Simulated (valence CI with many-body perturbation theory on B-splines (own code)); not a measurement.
## Basis-set convergence for Cu¹⁵⁺

Computed by relativistic CI+MBPT: four valence electrons over a frozen Dirac-Fock core [Ne], a basis of 9 s, 9 p, 8 d, 6 f, 3 g, 1 h functions for each j, with the one-electron correlation potential Σ1, the two-electron term Σ2, the three-electron term Σ3, Breit, model QED; selected CI, second order for the rest, scaled by the run's own slope (own B-spline code, finite nucleus).

No measured spectrum was set against this ion. As an estimate, levels of excited configurations hold to 0.05 to 0.15 % of their energy, terms of the ground configuration to about 0.5 %.

The reference run has the lowest level 3s²3p² ³P_0 and an ionisation energy of 517.990 eV. Its largest variational space holds 20027 state functions.

Names give the largest LS component (configuration and term), which can be under half, so a name can repeat, a term be missing and a line seem to break the LS rules; names also repeat where a configuration has a term twice.

Changed runs:
A. basis 6 s, 6 p, 5 d, 3 f, 1 g
B. basis 5 s, 5 p, 4 d, 2 f

Excitation energies of the reference run in cm⁻¹, and shifts in cm⁻¹:

| Level | Reference | A | B |
| --- | --- | --- | --- |
| 3s²3p² ³P_1 | 18586 | -18 | -49 |
| 3s²3p² ³P_2 | 32782 | +7.1 | +40 |
| 3s²3p² ¹D_2 | 72167 | +97 | +368 |
| 3s²3p² ¹S_0 | 123860 | +187 | +586 |
| 3s3p³ ⁵S°_2 | 276201 | -206 | -651 |
| 3s3p³ ³D°_1 | 360936 | +2.1 | +43 |
| 3s3p³ ³D°_2 | 361412 | +1.5 | +43 |
| 3s3p³ ³D°_3 | 368034 | -3.5 | +27 |
| 3s3p³ ³P°_0 | 413749 | +78 | +289 |
| 3s3p³ ³P°_1 | 415648 | +72 | +268 |
| 3s3p³ ³P°_2 | 417028 | +62 | +218 |
| 3s3p³ ¹D°_2 | 455320 | +71 | +132 |
| Ionisation energy (eV) | 517.990 | -0.021 | -0.062 |
